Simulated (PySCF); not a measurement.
C5H13AlN2Si2.
Geometry (PBE0-D3(BJ)/def2-SVP, Å), atoms numbered from 1 in this order:
```xyz
23
C5H13AlN2Si2 angstrom
Si     1.6867   -0.9979    1.1920
N      1.8908    0.4762    0.3128
Si     3.4513    1.2474    0.3302
Al     0.6505    1.4347   -0.7014
N     -1.0451    0.3397   -0.4788
C     -1.8471    0.5629    0.5691
C     -2.9629   -0.2249    0.8169
C     -3.2486   -1.2722   -0.0562
C     -2.4128   -1.4930   -1.1485
C     -1.3160   -0.6603   -1.3259
H      2.6238   -2.0773    0.7328
H      0.2937   -1.5298    1.0327
H      1.9243   -0.8325    2.6655
H      4.5362    0.3801   -0.2352
H      3.3527    2.4852   -0.5120
H      3.8890    1.6516    1.7066
H      0.8505    1.3286   -2.2895
H      0.1794    2.8199   -0.0435
H     -1.5696    1.4015    1.2140
H     -3.5936   -0.0169    1.6824
H     -4.1182   -1.9116    0.1129
H     -2.6025   -2.3005   -1.8569
H     -0.6222   -0.7790   -2.1628
```

The calculation used PBE0-D3(BJ)/def2-SVP geometry optimisation, gas phase in PySCF 2.14.0.

Problem. Which atoms are bound to Al4, and at what distances?

Solution. 4 atoms: H17 1.604 Å, H18 1.604 Å, N2 1.867 Å, N5 2.031 Å. The nearest atom not counted as bound is H15, at 2.91 Å.

Problem. List the angles at Al4.

Solution. 
```tsv
angle	degrees	distance of the outer atoms (Å)
H17–Al4–H18	120.0	2.78
N2–Al4–H17	114.9	2.93
N2–Al4–H18	114.6	2.92
N2–Al4–N5	102.6	3.04
N5–Al4–H17	100.2	2.80
N5–Al4–H18	100.1	2.80
```

Problem. What is the shape at Al4?

Solution. Distorted tetrahedral: angles from 100.1° to 120.0°; τ4 = (360° − α − β)/141° = 0.89 with α and β the two widest (0 for a square, 1 for a tetrahedron). The Al–N distances aren't all alike: 1.867 to 2.031 Å.

Problem. What are the other bond lengths?

Solution. Si1–N2 1.728 Å; N2–Si3 1.741 Å; N5–C6, N5–C10 1.338 Å; C6–C7, C9–C10 1.388 Å; C7–C8, C8–C9 1.393 Å. (A selection.)

Problem. Give some angles away from the centre.

Solution. Si1–N2–Si3 118.6°, Si1–N2–Al4 129.5°, Si3–N2–Al4 111.9°, Al4–N5–C6 119.8°, C6–N5–C10 119.9°, N5–C6–C7 121.8°, C6–C7–C8 118.7°, C7–C8–C9 119.2°.

Problem. What are the rotational constants (commonest isotopes, rigid rotor)?

Solution. A = 1765, B = 453.3, C = 417.1 MHz: a near-prolate asymmetric top.

Point group: near Cs, missed by 0.19 Å at most; the miss may be what the optimiser left on a soft mode. Charge 0, singlet. Not checked by PBE0-D3(BJ)/def2-SVP frequencies.

One conformer stands for the species.
